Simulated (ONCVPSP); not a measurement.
# Reading a pseudo-wave (Ne)

Columns: radius, all-electron u(r) and pseudo u(r) of the 2p shell (level -13.33 eV) of neon in the configuration [He] 2s2 2p6; PBE, scalar-relativistic, ONCV scheme, ONCVPSP 4.0.1.

```csv
r (bohr),all-electron,pseudo
0.060,0.0776,0.0262
0.120,0.2349,0.1014
0.180,0.4065,0.2169
0.240,0.5634,0.3597
0.300,0.6937,0.5150
0.360,0.7955,0.6676
0.420,0.8700,0.8036
0.480,0.9199,0.9127
0.540,0.9489,0.9890
0.600,0.9610,1.0315
0.660,0.9595,1.0431
0.720,0.9477,1.0298
0.780,0.9281,0.9982
0.840,0.9028,0.9553
0.900,0.8735,0.9072
0.960,0.8416,0.8592
1.020,0.8080,0.8149
1.080,0.7735,0.7751
1.140,0.7388,0.7389
1.200,0.7043,0.7042
1.260,0.6703,0.6702
1.320,0.6371,0.6371
1.380,0.6049,0.6048
1.440,0.5738,0.5737
1.500,0.5438,0.5438
1.560,0.5151,0.5150
```

(1) How many radial nodes do the two functions have?

(2) At about which radius was the pseudo-wave matched?

(3) Where does each function peak?

(4) Is the pseudo-wave norm-conserving?

Results:

(1) The all-electron 2p function has n − l − 1 = 0; the pseudo-wave has 0.

(2) 1.20 bohr, where the columns begin to agree (steps of 0.06 bohr).

(3) Outermost all-electron maximum near 0.60 bohr, pseudo maximum near 0.66 bohr (to the table’s step).

(4) Yes: the ONCV scheme keeps the norm inside the radius equal to the all-electron one, which fixes the energy derivative of the logarithmic derivative at the level.
